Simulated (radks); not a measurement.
Question: La40+, 17 electrons, occupied as [Ne] 3s2 3p5 (the NIST ground configuration). All-electron calculation, scalar-relativistic Kohn-Sham, PBE, spin-polarised, spherical densities, finite nucleus; open shells are filled with parallel spins first (spin-orbit coupling, left out, can overturn this in heavy ions); Fermi nuclear charge, rms radius 4.855 fm. Program: a radial shooting solver on a logarithmic mesh with Libxc functionals. Some entries of the table are withheld. Estimate them.

orbital,occ.,eigenvalue (eV),<1/r> (bohr^-1)
1s up,1,-41105.41,62.01
1s down,1,-41102.92,62.01
2s up,1,-8449.416,14.44
2s down,1,-8447.741,14.44
2p up,3,-7829.421,(1)
2p down,3,-7826.917,(2)
3s up,1,-3229.306,5.759
3s down,1,-3222.423,5.755
3p up,3,(3),5.510
3p down,2,(4),5.507

Answer: 
(1) 2p up <1/r> (bohr^-1): 13.68
(2) 2p down <1/r> (bohr^-1): 13.68
(3) 3p up eigenvalue (eV): -3035.906
(4) 3p down eigenvalue (eV): -3028.957
